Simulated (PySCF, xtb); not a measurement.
SnCl3, SMILES [Cl][Sn+]([Cl])[Cl], charge +1.

Harmonic wavenumbers (cm⁻¹) from GFN2-xTB (xtb 6.7.1) at its own minimum, in rising order: 71, 82, 82, 261, 356, 356.

**Question.** What does PBE0-D3(BJ)/def2-SVP in PySCF give at its own minimum? (Estimate from the structure and the level; the computed values follow.)

**Answer.** 101, 101, 102, 379, 456, 456. Paired by order, the mean absolute difference is 65 cm⁻¹ and the zero-point energies are 1.7 and 2.3 kcal/mol.
